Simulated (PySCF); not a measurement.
## How methods differ on the fine-structure interval of Ho³⁰⁺

Ho³⁰⁺ [Kr] 4d1 [4d3/2^1, M_J = 3/2] → Ho³⁰⁺ [Kr] 4d1 [4d5/2^1, M_J = 5/2], as a difference of total energies. Computed with PySCF 2.14 in an even-tempered Gaussian basis (17 s from 2.8 bohr⁻², ratio 2.8; 14 p from 3.6 bohr⁻², ratio 2.8; 9 d from 3.6 bohr⁻², ratio 2.8; 3 f from 13 bohr⁻², ratio 3), with the two-component X2C-1e Hamiltonian. Correlated levels: [Ar] 3d10 frozen; the 96 highest virtual spinors dropped. "Screened" scales the spin-orbit matrix elements by Boettger's factors to mimic the two-electron term; Breit and QED terms are absent.

```json
{"method": "GHF (screened spin-orbit)", "fine-structure interval (cm⁻¹)": "91996"}
{"method": "GMP2 (screened spin-orbit)", "fine-structure interval (cm⁻¹)": "92167"}
{"method": "GHF (bare spin-orbit)", "fine-structure interval (cm⁻¹)": "108200"}
```
